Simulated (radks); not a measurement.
Results of a calculation; reference values are marked as such.
The holmium ion Ho42+, configuration [Ar] 3d7 (the NIST ground configuration). Level of theory: Dirac Kohn-Sham, BLYP, spin-unpolarised, spherical densities, finite nucleus; open shells fill j = l - 1/2 first; Fermi nuclear charge, rms radius 5.2022 fm (a radial shooting solver on a logarithmic mesh with Libxc functionals).

Normalised radial functions P(r) = r R(r) (large component), r in bohr:

r	3d3/2	3d5/2
0.002481	0.0005	0.0002
0.002775	0.0006	0.0003
0.003079	0.0008	0.0004
0.003444	0.0010	0.0006
0.003852	0.0014	0.0008
0.004274	0.0018	0.0011
0.004781	0.0023	0.0015
0.005348	0.0031	0.0020
0.005934	0.0041	0.0027
0.006637	0.0054	0.0037
0.007423	0.0072	0.0051
0.008237	0.0093	0.0069
0.009213	0.0124	0.0094
0.01031	0.0165	0.0127
0.01143	0.0214	0.0169
0.01279	0.0284	0.0229
0.01431	0.0376	0.0308
0.01587	0.0487	0.0406
0.01775	0.0642	0.0543
0.01986	0.0843	0.0723
0.02204	0.1082	0.0940
0.02465	0.1410	0.1240
0.02735	0.1794	0.1594
0.03059	0.2311	0.2076
0.03421	0.2958	0.2683
0.03796	0.3695	0.3380
0.04246	0.4656	0.4295
0.0475	0.5811	0.5404
0.0527	0.7070	0.6621
0.05895	0.8634	0.8143
0.06593	1.0405	0.9879
0.07316	1.2212	1.1664
0.08183	1.4286	1.3729
0.09153	1.6417	1.5871
0.1016	1.8354	1.7837
0.1136	2.0268	1.9808
0.1271	2.1855	2.1477
0.141	2.2896	2.2614
0.1577	2.3412	2.3249
0.1764	2.3187	2.3152
0.1957	2.2268	2.2349
0.2189	2.0535	2.0726
0.2429	1.8330	1.8601
0.2717	1.5495	1.5819
0.3039	1.2426	1.2766
0.3372	0.9606	0.9929
0.3771	0.6835	0.7114
0.4218	0.4521	0.4741
0.4681	0.2864	0.3025
0.5236	0.1606	0.1711
0.5856	0.0816	0.0877
0.6498	0.0395	0.0429
0.7268	0.0161	0.0176

3d3/2: eigenvalue -3346.1 eV, 0 radial nodes, <r> = 0.194 bohr, 90 % of the charge inside 0.299 bohr. 3d5/2: eigenvalue -3301.4 eV, 0 radial nodes, <r> = 0.197 bohr, 90 % of the charge inside 0.303 bohr.
